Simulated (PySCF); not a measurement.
**Two-dimensional NMR puzzle**

Compound of formula C₅H₁₀FOP. Correlations simulated from computed shifts and the bond graph:

HSQC (one-bond C–H):
```csv
δH,δC
4.58,63.6
3.88,40.9
1.26,22.7
```

COSY cross peaks (H two or three bonds apart, from the bond graph; peaks can be absent where the dihedral angle is near 90°):
```csv
δH,δH
3.88,1.26
```

HMBC (two and three bonds, from the bond graph):
```csv
δH,δC
4.58,255.4
3.88,"255.4, 22.7"
1.26,"255.4, 40.9, 22.7"
```

Carbons without hydrogens: δ 255.4.

Computed data (PySCF): GFN2-xTB geometry, shielding tensors at PBE0/pcSseg-1 (GIAO). Single conformer, fast rotation and ring inversion assumed for equivalent nuclei, relativity neglected, no solvent.

References, each an isolated molecule treated in the same way: TMS for 1H (σref 31.72), 13C (σref 186.93).

Exchangeable hydrogens are left out of these lists.

Question: Assemble the structure.

Answer: `InChI=1S/C5H10FOP/c1-4(2)5(6)8-3-7/h4,7H,3H2,1-2H3`.

Mapped SMILES: `[CH3:1][CH:2]([CH3:3])/[C:4]([F:5])=[P:6]\[CH2:7][OH:8]`. Each H is labelled by its parent atom.

- δC 255.4 is C4, a carbon double-bonded to a heavier main-group atom.
- δC 63.6 is C7, an sp3 CH2 bonded to O and P (δH 4.58).
- δC 40.9 is C2, an sp3 CH (δH 3.88).
- δC 22.7 is C1/C3, a methyl carbon (δH 1.26).
- HMBC from δH 4.58 reaches the proton-free carbon C4.
- HMBC from δH 3.88 reaches the proton-free carbon C4.
- HMBC from δH 1.26 reaches the proton-free carbon C4.
- COSY links 3.88–1.26.

The shifts were computed for this structure.

OH/NH shifts are gas-phase values; hydrogen bonding in solution moves them, usually downfield. Shifts are as computed. Against solution values, carbons near 30 ppm lie about +3 ppm off and those near 130 ppm about +5 ppm. Of 1211 compounds with measured shifts, 218 miss one by over three times the rms of a fit or turn the order of signals round; such compounds aren't used in these exercises.
